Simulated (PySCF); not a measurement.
SbCl₂Br, SMILES [Cl][Sb]([Cl])[Br].

Coordinates come from a r2SCAN-D4/def2-SVP optimisation. The def2 effective core potentials stand for the cores of Sb; spin–orbit coupling is left out.

Calculation: IEF-PCM-PBE0/def2-SVP in PySCF.

The values are the electrostatic part of the solvation free energy, E(continuum) − E(gas) at the gas-phase geometry, in a cavity of scaled van der Waals radii (PySCF's table); cavitation and dispersion terms are not included. A continuum can't describe solvent molecules that bind to the metal. In vacuum the orbital gap is 6.16 eV. The dipole moment in vacuum is 2.82 D.

Computed values in water (ε = 78.36), cyclohexanone (ε = 15.62), benzene (ε = 2.27):
```csv
solvent,ε,ΔG(elec) (kcal/mol),dipole (D),gap (eV)
water,78.36,-5.1,3.98,6.28
cyclohexanone,15.62,-4.6,3.87,6.27
benzene,2.27,-2.1,3.28,6.21
```
